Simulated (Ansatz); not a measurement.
`N[SiH2][SiH](N)O`, relaxed with RKS PBE0-D4/def2-TZVP in Ansatz 0.2.0 from a PBE-D4/def2-SVP geometry. The force threshold is 0.005 eV/Å; the program also tests the step.

The species carries charge 0 and has multiplicity 1.

Start:

```xyz
13

N    -1.745    0.119    1.591
Si   -0.026    0.387    1.399
Si    0.272    0.284   -0.920
N     1.914   -0.164   -1.268
O    -0.962   -0.825   -1.316
H    -2.139   -0.523    0.894
H    -2.144   -0.060    2.517
H     0.909   -0.631    2.039
H     0.368    1.716    1.993
H     0.054    1.551   -1.712
H     2.322   -0.046   -2.198
H     2.365   -0.927   -0.758
H    -1.187   -0.880   -2.262
```

```csv
step,energy (eV),largest force (eV/Å),largest move (Å)
1,-20906.0272,0.924,0.000
2,-20906.0911,0.602,0.101
3,-20906.1086,0.229,0.031
4,-20906.1128,0.084,0.020
5,-20906.1154,0.072,0.029
6,-20906.1170,0.104,0.054
7,-20906.1173,0.038,0.049
8,-20906.1178,0.033,0.024
9,-20906.1180,0.015,0.013
10,-20906.1180,0.007,0.009
11,-20906.1180,0.008,0.008
12,-20906.1181,0.007,0.003
13,-20906.1181,0.004,0.004
```

End:

```xyz
13

N    -1.730    0.100    1.652
Si   -0.050    0.352    1.375
Si    0.261    0.257   -0.940
N     1.874   -0.192   -1.286
O    -0.930   -0.809   -1.396
H    -2.218   -0.516    1.021
H    -2.113    0.059    2.582
H     0.866   -0.652    2.013
H     0.358    1.670    1.939
H     0.072    1.532   -1.688
H     2.344    0.073   -2.135
H     2.346   -0.938   -0.805
H    -1.081   -0.936   -2.334
```

It took 46 s on 4 threads of an Arm Neoverse V2 on a shared host, with 0.6 GiB of host memory at the peak.
